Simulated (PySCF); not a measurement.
## Correlation energy of Al⁺ (aluminium, charge +1)

[Ne] 3s1 4s1, 4s spin antiparallel (an excited configuration). Computed with PySCF 2.14 in aug-cc-pwCVTZ (8s7p5d3f, 75 functions), with the non-relativistic Hamiltonian (point nucleus). Frozen: [Ne]; 2 electrons correlated.

Total MP2 correlation energy: -28.25 mhartree.

Same-spin part 0.00 and opposite-spin part -28.25 mhartree; SCS-MP2 scales them by 1/3 and 6/5 to -33.90 mhartree.
